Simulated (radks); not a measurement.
The numbers below are computed, except where a source is named.
Sb2+, 49 electrons, occupied as [Kr] 4d9.5 5s2 5p1 6p0.5 (fractional occupations, a model configuration). Code: a radial shooting solver on a logarithmic mesh with Libxc functionals. Model: scalar-relativistic Kohn-Sham, BP86, spin-polarised, spherical densities, finite nucleus; open shells are filled with parallel spins first (spin-orbit coupling, left out, can overturn this in heavy ions); Fermi nuclear charge, rms radius 4.6802 fm.

Unscreened Slater integrals over Kohn-Sham orbitals (eV). They are taken over the spin-up orbitals. Empty in this configuration: 5d.

\begin{tabular}{lr}
integral & value \\ \hline
F0(6p,6p) & 4.4850 \\
F2(6p,6p) & 2.4795 \\
F0(6p,5p) & 5.5521 \\
F2(6p,5p) & 1.6156 \\
G0(6p,5p) & 0.33880 \\
G2(6p,5p) & 0.47323 \\
F0(6p,5s) & 5.6714 \\
G1(6p,5s) & 0.58460 \\
F0(6p,4d) & 5.9974 \\
F2(6p,4d) & 0.75960 \\
G1(6p,4d) & 0.20372 \\
G3(6p,4d) & 0.19951 \\
F0(6p,5d) & 5.1663 \\
F2(6p,5d) & 2.1946 \\
G1(6p,5d) & 1.3061 \\
G3(6p,5d) & 1.0403 \\
F0(5p,5p) & 10.295 \\
F2(5p,5p) & 5.5972 \\
F0(5p,5s) & 11.059 \\
G1(5p,5s) & 7.3599 \\
F0(5p,4d) & 12.806 \\
F2(5p,4d) & 3.6503 \\
G1(5p,4d) & 1.2263 \\
G3(5p,4d) & 1.1154 \\
F0(5p,5d) & 8.0019 \\
F2(5p,5d) & 3.7495 \\
G1(5p,5d) & 4.1095 \\
G3(5p,5d) & 2.5627 \\
F0(5s,5s) & 12.089 \\
F0(5s,4d) & 14.699 \\
G2(5s,4d) & 1.9792 \\
F0(5s,5d) & 8.2884 \\
G2(5s,5d) & 2.3580 \\
F0(4d,4d) & 24.301 \\
F2(4d,4d) & 12.258 \\
F4(4d,4d) & 8.1017 \\
F0(4d,5d) & 8.9460 \\
F2(4d,5d) & 1.6390 \\
F4(4d,5d) & 0.67736 \\
G0(4d,5d) & 0.40455 \\
G2(4d,5d) & 0.47154 \\
G4(4d,5d) & 0.37806 \\
F0(5d,5d) & 6.8745 \\
F2(5d,5d) & 3.6450 \\
F4(5d,5d) & 2.4271 \\
\end{tabular}

Derived for the open shells (J is the average intra-shell exchange parameter used in DFT+U). 4d: Racah B = F2/49 - 5 F4/441 = 0.1583 eV, C = 35 F4/441 = 0.6430 eV, C/B = 4.06, F4/F2 = 0.661, J = (F2 + F4)/14 = 1.454 eV. 5p: J = F2/5 = 1.119 eV. 6p: J = F2/5 = 0.4959 eV.
